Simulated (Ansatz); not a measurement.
Mulliken charges of C₃H₅BrSi (`[SiH3]C1=C(Br)C1`) from ωB97M-V/def2-TZVPP in Ansatz (PBE0-D4/def2-TZVP geometry).

```
atom   x (Å)   y (Å)   z (Å)  charge (e)
 Si1  -1.604  -0.550   0.213       0.221
  C2   0.100   0.034  -0.127      -0.070
  C3   1.068   0.412  -0.896      -0.123
 Br4   1.638   0.734  -2.613       0.049
  C5   1.450   0.426   0.516      -0.225
  H6  -2.295   0.439   1.080      -0.020
  H7  -2.347  -0.711  -1.061      -0.019
  H8  -1.540  -1.849   0.930      -0.020
  H9   2.090  -0.362   0.912       0.103
 H10   1.522   1.374   1.049       0.103
```

Question: By hand: the dipole of these point charges (1 e Å = 4.8032 D).

Answer: Σ q r = (-0.246, -0.089, 0.104) e Å, of length 0.282 e Å = 1.35 D.

Question: How does the dipole of the full density compare? (An estimate is asked.)

Answer: Computed: (-0.039, -0.022, 0.116) e Å, 0.60 D; the point charges give 2.25 times that, at 48° from its direction.

Point charges leave out the atoms' own dipoles, such as those of lone pairs, and Mulliken's split depends on the basis, so the two needn't agree.
